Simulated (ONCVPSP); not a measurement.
How hard is this aluminium (Al) ONCV potential?

```json
{
 "Element": "Al (Z = 13)",
 "Generator": "ONCVPSP 4.0.1",
 "Type": "optimised norm-conserving Vanderbilt (ONCV)",
 "Functional": "PBE",
 "Relativity": "fully relativistic",
 "Frozen core": "[Ne]",
 "Valence charge": "3",
 "Reference configuration": "3s2 (charge +1)",
 "Partial waves": "3s: rc 1.95 bohr, ncon 3, nbas 7, qcut 4.1 1/bohr, 3 projectors, debl 3.5 Ha; p scattering state at 0.4 Ha: rc 1.90 bohr, ncon 4, nbas 8, qcut 3.8 1/bohr, 2 projectors, debl 2.2 Ha",
 "Local potential": "polynomial inside 1.55 bohr (lpopt 5, dvloc0 2 Ha)",
 "Core correction": "Teter function, fcfact 4, rcfact 1.4"
}
```

Open shells are filled in proportion to 2j + 1.

In the p channel the program set the typed energies aside and used 0.050, 2.250 Ha (j = l + 1/2; the other j can differ).

For each optimised wave give the share of its norm inside rc, the residual kinetic energy above qcut (Ha) and the cutoffs (Ha) for errors of 10, 1, 0.1 and 0.01 mHa per electron.

```tsv
wave	norm inside rc	residual KE	10 mHa	1 mHa	0.1 mHa	0.01 mHa
3s	0.350	3.1e-05	3.7	5.9	7.5	14.5
s projector 2	0.121	7.1e-03	8.3	12.9	37.6	49.7
s projector 3	0.091	2.2e-01	16.2	36.2	60.6	70.9
p projector 1 j=3/2	0.103	3.9e-05	1.6	2.7	6.3	11.6
p projector 2 j=3/2	0.126	4.9e-03	5.7	14.8	68.6	80.4
p projector 1 j=1/2	0.202	3.4e-05	1.5	2.5	5.5	40.4
p projector 2 j=1/2	0.126	5.5e-03	5.7	38.8	73.1	91.4
```

The occupied waves need 5.9 Ha and 7.5 Ha for 1 and 0.1 mHa. The cutoffs count occupied waves only; projector 2 of the p channel, the hardest unoccupied one, needs 39 Ha at the loose tolerance.
